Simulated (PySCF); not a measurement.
**Gas-phase XPS of cyclo-(F2SiSe)2, computed**

Species: cyclo-(F2SiSe)2.
Bonds: Si1–F2, Si1–F3, Si1–Se4, Si1–Se8, Se4–Si5, Si5–F6, Si5–F7, Si5–Se8.

Method used: delta-SCF UKS SCAN, pcX-2 on the ionised atom, pcseg-1 elsewhere, spin-free X2C (PySCF). Vertical ΔSCF values, vacuum level as zero.

Question: List the computed XPS lines with their assignment.

Answer: 
```
    atom(s)     bonded to     level  binding energy (eV)  2p1/2 (eV)  count
    Si1/Si5  2 F and 2 Se  Si 2p3/2               110.02      110.65      2
    Si1/Si5  2 F and 2 Se     Si 1s              1850.26           –      2
F2/F3/F6/F7            Si      F 1s               693.23           –      4
```

Question: Which photon wavelength matches the F 1s of F2 (atom 2)/F3/F6/F7 threshold?

Answer: λ = hc/E = 12398.42 eV Å / 693.23 eV = 17.885 Å.

Question: Give the binding energy of F 1s of F2/F3/F6/F7 in hartree and in kJ/mol.

Answer: 693.23 eV = 25.4757 Eh = 66887 kJ/mol.

The first atom of each set that the bonding makes equivalent was ionised and stands for the set. Spin–orbit and ligand-field terms were added within each 2p shell after the spin-free SCF. 2p1/2 minus 2p3/2 (ligand field included): Si 0.62 eV. No level of selenium is listed. Geometry: PBE0-D3(BJ)/def2-SVP, one conformer, isolated molecule.
